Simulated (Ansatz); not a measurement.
Ansatz (a quantum-chemistry and plane-wave program) input (B3LYP/LANL2DZ): The .json file is the Basis Set Exchange's LANL2DZ.

Ansatz 0.2 input:
```yaml
crystal:
  periodic: [false, false, false]
  atoms:
    - {symbol: N, position_ang: [-0.00000000, -0.00000000, -1.03778016]}
    - {symbol: S, position_ang: [0.00000000, 0.00000000, 0.45402882]}
basis:
  gaussian:
    orbitals: LANL2DZ.json
hamiltonian:
  xc: {name: B3LYP}
magnetization: {spin_polarized: true, initial_magnetization: 1}
relax: {f_tol: 0.003, max_steps: 120}
```

From the last part of the output:

```
mean field: 0.06 GiB planned
mean field evaluation 16: about -1761.6407 eV, gradient 3.5e0 eV
mean field -1761.68296210 eV, -64.7406547455 hartree, gradient 1.5e-5 eV, S^2 0.757404; 0 other end points of the search recorded, 0 dependent functions left out
the calculation of the forces begins
reference -1761.68310192 eV, -64.7406598840 hartree; 7, 6 occupied and 10, 11 virtual orbitals, 284 factors
relax step   2: F+E_penalty+E_count = -1761.68296210 eV  Δ(F+E_penalty+E_count) = -2.452e-1 eV  max|allowed force component| = 3.007e0 eV/Å  Δτ_max = 0.0265 Å  (32 SCF iters, accepted)
these checks for a lower state are left out or cut short: starts, cluster_reference, orbital_swaps, neighbouring_geometries, increment
integrals: 0.00 GiB planned
284 factors; integrals over basis functions are off by at most 3.6e-5 eV
mean field: 0.06 GiB planned
mean field -1761.77081900 eV, -64.7438834270 hartree, gradient 2.2e-5 eV, S^2 0.762490; 0 other end points of the search recorded, 0 dependent functions left out
the calculation of the forces begins
reference -1761.77095905 eV, -64.7438885737 hartree; 7, 6 occupied and 10, 11 virtual orbitals, 284 factors
relax step   3: F+E_penalty+E_count = -1761.77081900 eV  Δ(F+E_penalty+E_count) = -8.786e-2 eV  max|allowed force component| = 5.178e-1 eV/Å  Δτ_max = 0.0258 Å  (32 SCF iters, accepted)
these checks for a lower state are left out or cut short: starts, cluster_reference, orbital_swaps, neighbouring_geometries, increment
integrals: 0.00 GiB planned
284 factors; integrals over basis functions are off by at most 3.6e-5 eV
mean field: 0.06 GiB planned
mean field evaluation 32: about -1761.7722 eV, gradient 7.1e-1 eV
mean field -1761.77410404 eV, -64.7440041502 hartree, gradient 6.2e-5 eV, S^2 0.764564; 0 other end points of the search recorded, 0 dependent functions left out
the calculation of the forces begins
reference -1761.77424413 eV, -64.7440092984 hartree; 7, 6 occupied and 10, 11 virtual orbitals, 284 factors
relax step   4: F+E_penalty+E_count = -1761.77410404 eV  Δ(F+E_penalty+E_count) = -3.285e-3 eV  max|allowed force component| = 8.931e-3 eV/Å  Δτ_max = 0.0063 Å  (29 SCF iters, accepted)
these checks for a lower state are left out or cut short: starts, cluster_reference, orbital_swaps, neighbouring_geometries, increment
integrals: 0.00 GiB planned
284 factors; integrals over basis functions are off by at most 3.6e-5 eV
mean field: 0.06 GiB planned
mean field -1761.77410454 eV, -64.7440041683 hartree, gradient 3.4e-5 eV, S^2 0.764637; 0 other end points of the search recorded, 0 dependent functions left out
the calculation of the forces begins
reference -1761.77424463 eV, -64.7440093166 hartree; 7, 6 occupied and 10, 11 virtual orbitals, 284 factors
relax step   5: F+E_penalty+E_count = -1761.77410454 eV  Δ(F+E_penalty+E_count) = -4.924e-7 eV  max|allowed force component| = 6.427e-3 eV/Å  Δτ_max = 0.0002 Å  (23 SCF iters, accepted)
these checks for a lower state are left out or cut short: starts, cluster_reference, orbital_swaps, neighbouring_geometries, increment
integrals: 0.00 GiB planned
284 factors; integrals over basis functions are off by at most 3.6e-5 eV
mean field: 0.06 GiB planned
mean field -1761.77410507 eV, -64.7440041879 hartree, gradient 2.6e-5 eV, S^2 0.764607; 0 other end points of the search recorded, 0 dependent functions left out
the calculation of the forces begins
reference -1761.77424516 eV, -64.7440093362 hartree; 7, 6 occupied and 10, 11 virtual orbitals, 284 factors
relax step   6: F+E_penalty+E_count = -1761.77410507 eV  Δ(F+E_penalty+E_count) = -5.331e-7 eV  max|allowed force component| = 6.166e-6 eV/Å  Δτ_max = 0.0001 Å  (22 SCF iters, accepted)
integrals: 0.00 GiB planned
284 factors; integrals over basis functions are off by at most 3.6e-5 eV
mean field: 0.06 GiB planned
mean field evaluation 64: about -1761.7741 eV, gradient 1.8e-5 eV
mean field -1761.77410507 eV, -64.7440041879 hartree, gradient 2.6e-5 eV, S^2 0.764607; 3 other end points of the search recorded, 0 dependent functions left out
the calculation of the forces begins
reference -1761.77424516 eV, -64.7440093362 hartree; 7, 6 occupied and 10, 11 virtual orbitals, 284 factors
Total energy: -1761.77424516 eV, -64.7440093362 hartree
Atom 0 at    -0.000000     0.000000    -1.096516 Å, force     0.000000     0.000000     0.000006 eV/Å
Atom 1 at     0.000000    -0.000000     0.512765 Å, force    -0.000000    -0.000000    -0.000006 eV/Å
Dipole moment:    -0.000000     0.000000     0.338463 e Å
```

The geometry given is a B3LYP-D3(BJ)/def2-TZVP minimum.
